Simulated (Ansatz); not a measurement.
`B[NH][GaH][F]` + HBr → `[F][GaH][Br]` + `BN`  (ligand exchange at a Ga–N bond)

Gas-phase electronic energies from Ansatz, PBE0-D4/def2-TZVP geometries. CBS: MP2 limit from def2 TZ/QZ plus the TZ coupled-cluster correction, frozen cores. This one scheme is used for every species. DFT in def2-TZVPP. For Br, Ga outer-core shells are correlated without core-valence functions, which leaves a few kJ/mol of doubt a bond. Scalar relativity is left out up to krypton. Each species was taken in one conformer, which may not be the lowest.

`B[NH][GaH][F]`:

Cartesian coordinates in Å:
```
B 0.268 1.330 -0.525
N 0.163 0.351 0.469
Ga -0.341 -1.383 0.139
F -0.367 -2.344 1.609
H 0.017 1.025 -1.660
H 0.602 2.447 -0.247
H 0.374 0.605 1.424
H -0.716 -2.031 -1.208
```

HBr:

```xyz
2

Br   -0.630    0.186   -0.270
H     0.630   -0.186    0.270
```

`[F][GaH][Br]`:

```xyz
4

F    -0.647   -0.798   -1.404
Ga   -0.172    0.007    0.070
Br    2.051    0.425    0.202
H    -1.232    0.366    1.133
```

`BN`:

Z-matrix (Å, degrees):
```
B
N 1 1.385
H 1 1.197 2 119.0
H 1 1.197 2 119.0 3 -180.0
H 2 1.006 1 123.2 3 -0.0
H 2 1.006 1 123.2 3 180.0
```

```tsv
level	ΔE (kJ/mol)
r2SCAN0-D4	-98.2
r2SCANh	-97.7
```

Task: What does CCSD(T)/CBS give? (Best estimate.)

Result: Ansatz gave: -86.8 kJ/mol. The listed levels differ from it by -11.4, -10.9 kJ/mol.

Largest T1 diagnostic among the species: 0.014.

Leaving LDA and LC-ωPBE aside and taking each functional with its dispersion term where it has one, the values, not all of them listed here, spread over 7.7 kJ/mol, from r2SCAN0-D4 to BLYP-D4. LDA lies +6.7 kJ/mol from PBE without D4. From BLYP to BHLYP (50 % exact exchange), in def2-TZVPP and without D4, ΔE moves by −4.0 kJ/mol. In def2-TZVPP, CCSD(T) changes the Hartree–Fock value by +18.8 kJ/mol (the triples alone add +1.4 kJ/mol) and MP2 by +17.9 kJ/mol.
